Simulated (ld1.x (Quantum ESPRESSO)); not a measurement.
# gold (Au): ultrasoft pseudisation with LDA (PZ), fully relativistic reference atom.

Input for ld1.x (Quantum ESPRESSO) 7.5:

```
&input
   title='Au', zed=79., rel=2, dft='PZ', iswitch=3,
   config='[Xe] 4f14 5d10 6s1 6p0', rel_dist='average',
   nld=5, rlderiv=4.25, eminld=-3.0, emaxld=5.0, deld=0.02
 /
 &inputp
   pseudotype=3, tm=.true., lloc=-1, rcloc=2.95,
   nlcc=.true.,
   which_augfun='PSQ', rmatch_augfun=1.25,
   file_pseudopw='Au.UPF', file_wfcaegen='ae.wfc', file_wfcncgen='nc.wfc', file_beta='beta', file_chi='chi', file_wfcusgen='us.wfc'
 /
6
6S  1  0   1.00   0.00  1.90  2.15  0.0
6S  1  0   0.00   3.25  1.90  2.15  0.0
6P  2  1   0.00   0.00  2.85  3.90  0.0
6P  2  1   0.00   1.25  2.85  3.90  0.0
5D  3  2  10.00   0.00  1.10  1.45  0.0
5D  3  2   0.00   0.20  1.10  1.45  0.0
 &test
   configts(1)='5d10 6s1 6p0'
 /
```

Command:

```bash
ld1.x < Au.in > Au.out
```

The program printed (shortened: banner, matrices, multipoles, cross overlaps and the repeated all-electron block are left out):

```
Program LD1 v.7.5
 state nlj           5           2   1.5000000000000000       not converged
 state nlj           5           2   2.5000000000000000       not converged
 state nlj           5           1  0.50000000000000000       not converged
 state nlj           5           1   1.5000000000000000       not converged
 state nlj           4           3   2.5000000000000000       not converged
 state nlj           4           3   3.5000000000000000       not converged
 state nlj           5           2   1.5000000000000000       not converged
 state nlj           5           2   2.5000000000000000       not converged
 state nlj           6           0  0.50000000000000000       not converged
 state nlj           6           1  0.50000000000000000       not converged
 state nlj           6           1   1.5000000000000000       not converged
 classical turning point too close to mesh           6           1           1
 classical turning point too close to mesh           6           1          -2
     --------------------------- All-electron run ----------------------------

     Au
     dirac relativistic calculation

     atomic number is 79.00
     dft =PZ   lsd =0 sic =0 latt =0  beta=0.20 tr2=1.0E-14
     Exchange-correlation= PZ
                           (   1   1   0   0   0   0   0)
     mesh =1279 r(mesh) = 100.03820 a.u. xmin = -7.00 dx = 0.01250
     1 Ry =  13.60569312 eV, c = 137.03599908

     n l j   nl                  e(Ry)          e(Ha)          e(eV)
     Spin orbit split results
     1 0 0.5 1S 1( 2.00)     -5923.3921     -2961.6960    -80591.8551
     2 0 0.5 2S 1( 2.00)     -1044.3807      -522.1903    -14209.5229
     2 1 0.5 2P 1( 2.00)     -1001.6812      -500.8406    -13628.5674
     2 1 1.5 2P 1( 4.00)      -866.8888      -433.4444    -11794.6232
     3 0 0.5 3S 1( 2.00)      -246.4505      -123.2253     -3353.1302
     3 1 0.5 3P 1( 2.00)      -227.2349      -113.6174     -3091.6880
     3 1 1.5 3P 1( 4.00)      -197.4966       -98.7483     -2687.0778
     4 0 0.5 4S 1( 2.00)       -53.4415       -26.7207      -727.1080
     4 1 0.5 4P 1( 2.00)       -45.2524       -22.6262      -615.6899
     4 1 1.5 4P 1( 4.00)       -38.1023       -19.0511      -518.4077
     3 2 1.5 3D 1( 4.00)      -165.5274       -82.7637     -2252.1144
     3 2 2.5 3D 1( 6.00)      -159.1318       -79.5659     -2165.0982
     5 0 0.5 5S 1( 2.00)        -7.9758        -3.9879      -108.5157
     5 1 0.5 5P 1( 2.00)        -5.3104        -2.6552       -72.2510
     5 1 1.5 5P 1( 4.00)        -4.0845        -2.0422       -55.5720
     4 2 1.5 4D 1( 4.00)       -24.6891       -12.3446      -335.9129
     4 2 2.5 4D 1( 6.00)       -23.3577       -11.6789      -317.7980
     4 3 2.5 4F 1( 6.00)        -6.1362        -3.0681       -83.4877
     4 3 3.5 4F 1( 8.00)        -5.8558        -2.9279       -79.6722
     5 2 1.5 5D 1( 4.00)        -0.5942        -0.2971        -8.0847
     5 2 2.5 5D 1( 6.00)        -0.4812        -0.2406        -6.5471
     6 0 0.5 6S 1( 1.00)        -0.4488        -0.2244        -6.1064
     6 1 0.5 6P 1( 0.00)        -0.0977        -0.0489        -1.3297
     6 1 1.5 6P 1( 0.00)        -0.0559        -0.0279        -0.7605
     Averaged results
     1 0     1S 1( 2.00)     -5923.3921     -2961.6960    -80591.8551
     2 0     2S 1( 2.00)     -1044.3807      -522.1903    -14209.5229
     2 1     2P 1( 6.00)      -911.8196      -455.9098    -12405.9379
     3 0     3S 1( 2.00)      -246.4505      -123.2253     -3353.1302
     3 1     3P 1( 6.00)      -207.4093      -103.7047     -2821.9479
     4 0     4S 1( 2.00)       -53.4415       -26.7207      -727.1080
     4 1     4P 1( 6.00)       -40.4856       -20.2428      -550.8351
     3 2     3D 1(10.00)      -161.6900       -80.8450     -2199.9047
     5 0     5S 1( 2.00)        -7.9758        -3.9879      -108.5157
     5 1     5P 1( 6.00)        -4.4931        -2.2465       -61.1317
     4 2     4D 1(10.00)       -23.8903       -11.9451      -325.0440
     4 3     4F 1(14.00)        -5.9760        -2.9880       -81.3074
     5 2     5D 1(10.00)        -0.5264        -0.2632        -7.1622
     6 0     6S 1( 1.00)        -0.4488        -0.2244        -6.1064
     6 1     6P 1( 0.00)        -0.0698        -0.0349        -0.9503

     final scf error:  3.6E-15 reached in  36 iterations

     Etot =  -38075.090438 Ry,  -19037.545219 Ha, -518037.996136 eV

     Ekin =   43748.329882 Ry,   21874.164941 Ha,  595226.351013 eV
     Encl =  -95939.619006 Ry,  -47969.809503 Ha,-1305325.014533 eV
     Eh   =   14825.896804 Ry,    7412.948402 Ha,  201716.602185 eV
     Exc  =    -709.698118 Ry,    -354.849059 Ha,   -9655.934801 eV

     normalization and overlap integrals

     s(1S/1S) =  1.000000  <r> =   0.0169  <r2> =    0.0004  r(max) =   0.0104
     s(2S/2S) =  1.000000  <r> =   0.0705  <r2> =    0.0059  r(max) =   0.0604
     s(2P/2P) =  1.000000  <r> =   0.0580  <r2> =    0.0042  r(max) =   0.0447
     s(2P/2P) =  1.000000  <r> =   0.0665  <r2> =    0.0054  r(max) =   0.0520
     s(3S/3S) =  1.000000  <r> =   0.1834  <r2> =    0.0386  r(max) =   0.1704
     s(3P/3P) =  1.000000  <r> =   0.1737  <r2> =    0.0352  r(max) =   0.1581
     s(3P/3P) =  1.000000  <r> =   0.1894  <r2> =    0.0416  r(max) =   0.1726
     s(4S/4S) =  1.000000  <r> =   0.4071  <r2> =    0.1873  r(max) =   0.3841
     s(4P/4P) =  1.000000  <r> =   0.4095  <r2> =    0.1911  r(max) =   0.3793
     s(4P/4P) =  1.000000  <r> =   0.4438  <r2> =    0.2240  r(max) =   0.4140
     s(3D/3D) =  1.000000  <r> =   0.1649  <r2> =    0.0319  r(max) =   0.1361
     s(3D/3D) =  1.000000  <r> =   0.1697  <r2> =    0.0337  r(max) =   0.1395
     s(5S/5S) =  1.000000  <r> =   0.9267  <r2> =    0.9644  r(max) =   0.8441
     s(5P/5P) =  1.000000  <r> =   1.0023  <r2> =    1.1370  r(max) =   0.8986
     s(5P/5P) =  1.000000  <r> =   1.1031  <r2> =    1.3796  r(max) =   0.9807
     s(4D/4D) =  1.000000  <r> =   0.4521  <r2> =    0.2365  r(max) =   0.4038
     s(4D/4D) =  1.000000  <r> =   0.4634  <r2> =    0.2483  r(max) =   0.4140
     s(4F/4F) =  1.000000  <r> =   0.4953  <r2> =    0.2975  r(max) =   0.3746
     s(4F/4F) =  1.000000  <r> =   0.5023  <r2> =    0.3061  r(max) =   0.3793
     s(5D/5D) =  1.000000  <r> =   1.5724  <r2> =    2.9860  r(max) =   1.1979
     s(5D/5D) =  1.000000  <r> =   1.6593  <r2> =    3.3537  r(max) =   1.2282
     s(6S/6S) =  1.000000  <r> =   2.8369  <r2> =    9.2717  r(max) =   2.3234
     s(6P/6P) =  1.000000  <r> =   4.2036  <r2> =   21.2524  r(max) =   3.1363
     s(6P/6P) =  1.000000  <r> =   4.9977  <r2> =   30.3955  r(max) =   3.6897

     ------------------------ End of All-electron run ------------------------

     --------------------- Generating US pseudopotential ---------------------

      Generating local potential from pseudized AE potential:
      Matching radius rcloc =   2.9500

      Local pseudo, rcloc= 2.946 Estimated cut-off energy=     2.87 Ry

      Computing core charge for nlcc:

       r > 1.03 : true rho core
       r < 1.03 : rho core = a sin(br)/r    a=  20.48  b=   2.43

      Integrated core pseudo-charge :  13.26

     Fully relativistic calculation: |psi|^2

     Wfc 6S LC norm =  0.99993996 SC norm =  0.00005964 missing  0.00000040

     Wfc 6P LC norm =  0.99997491 SC norm =  0.00002502 missing  0.00000007

     Wfc 6P LC norm =  0.99998284 SC norm =  0.00001562 missing  0.00000154

     Wfc 5D LC norm =  0.99978055 SC norm =  0.00021945 missing  0.00000001

     Wfc 5D LC norm =  0.99980057 SC norm =  0.00019934 missing  0.00000009
      Wfc-us  6S rcutus= 2.129  Estimated cut-off energy=     9.48 Ry
      Wfc-us  6S rcutus= 2.129  Estimated cut-off energy=    15.74 Ry
      Wfc-us  6P rcutus= 3.879  Estimated cut-off energy=     5.12 Ry
      Wfc-us  6P rcutus= 3.879  Estimated cut-off energy=     5.01 Ry
      Wfc-us  6P rcutus= 3.879  Estimated cut-off energy=    10.51 Ry
      Wfc-us  6P rcutus= 3.879  Estimated cut-off energy=     9.88 Ry
      Wfc-us  5D rcutus= 1.463  Estimated cut-off energy=    53.13 Ry
      Wfc-us  5D rcutus= 1.463  Estimated cut-off energy=    52.87 Ry
      Wfc-us  5D rcutus= 1.463  Estimated cut-off energy=    55.22 Ry
      Wfc-us  5D rcutus= 1.463  Estimated cut-off energy=    54.50 Ry

     Q pseudized with Bessel functions
     Expected ecutrho=     258.8027 due to l1=  2   l2=  2

     ------------------- End of pseudopotential generation -------------------

 state nlj           5           2   1.5000000000000000       not converged
 state nlj           5           2   2.5000000000000000       not converged
 state nlj           5           1  0.50000000000000000       not converged
 state nlj           5           1   1.5000000000000000       not converged
 state nlj           4           3   2.5000000000000000       not converged
 state nlj           4           3   3.5000000000000000       not converged
 state nlj           5           2   1.5000000000000000       not converged
 state nlj           5           2   2.5000000000000000       not converged
 state nlj           6           0  0.50000000000000000       not converged
 state nlj           6           1  0.50000000000000000       not converged
 state nlj           6           1   1.5000000000000000       not converged
 classical turning point too close to mesh           6           1           1
 classical turning point too close to mesh           6           1          -2
     Computing logarithmic derivative in   4.26022
     Computing logarithmic derivative in   4.26022
     Computing the partial wave expansion
     R is outside the sphere for l=    0 j= 0.50
     R is outside the sphere for l=    0 j= 0.50
     R is outside the sphere for l=    1 j= 0.50
     R is outside the sphere for l=    1 j= 0.50
     R is outside the sphere for l=    1 j= 1.50
     R is outside the sphere for l=    1 j= 1.50
     R is outside the sphere for l=    2 j= 1.50
     R is outside the sphere for l=    2 j= 1.50
     R is outside the sphere for l=    2 j= 2.50
     R is outside the sphere for l=    2 j= 2.50

     ---------------------- Testing the pseudopotential ----------------------

     Au
     dirac relativistic calculation

     atomic number is 79.00   valence charge is 11.00
     dft =PZ   lsd =0 sic =0 latt =0  beta=0.20 tr2=1.0E-14
     mesh =1279 r(mesh) = 100.03820 xmin = -7.00 dx = 0.01250

     n l  j  nl             e AE (Ry)       e PS (Ry)    De AE-PS (Ry)
     3 2 1.5 5D   1( 4.00)       -0.59421       -0.59421       -0.00000
     3 2 2.5 5D   1( 6.00)       -0.48120       -0.48120        0.00000
     1 0 0.5 6S   1( 1.00)       -0.44881       -0.44882        0.00000
     2 1 0.5 6P   1( 0.00)       -0.09773       -0.09773       -0.00000
     2 1 1.5 6P   1( 0.00)       -0.05590       -0.05590        0.00000

     eps = 9.7E-16  iter =  3

     Etot =  -38075.090438 Ry,  -19037.545219 Ha, -518037.996136 eV
     Etotps =   -91.499246 Ry,     -45.749623 Ha,   -1244.910664 eV

     Ekin =      53.002306 Ry,      26.501153 Ha,     721.133107 eV
     Encl =    -134.408468 Ry,     -67.204234 Ha,   -1828.720373 eV
     Ehrt =      64.088956 Ry,      32.044478 Ha,     871.974675 eV
     Ecxc =     -38.546831 Ry,     -19.273416 Ha,    -524.456357 eV
     (Ecc =     -23.408021 Ry,     -11.704010 Ha,    -318.482347 eV)
     Epseu=     -35.635209 Ry,     -17.817604 Ha,    -484.841716 eV

     ---------------------- End of pseudopotential test ----------------------
```

Note: ghost state, extra bound levels that the all-electron valence spectrum of the same l lacks: s at -47.3 eV (p1/2 not tested). A true bound ghost makes a file unfit for plane-wave use. Its overlap operator is not positive definite in a basis up to 400 Ry (lowest eigenvalue p1/2 -0.0029), so the file is unfit for use: the generalised eigenproblem breaks down once the basis is large enough, and its test numbers describe a broken file.

Generation and configuration tests took about 2.4 s on one core of a shared server CPU.
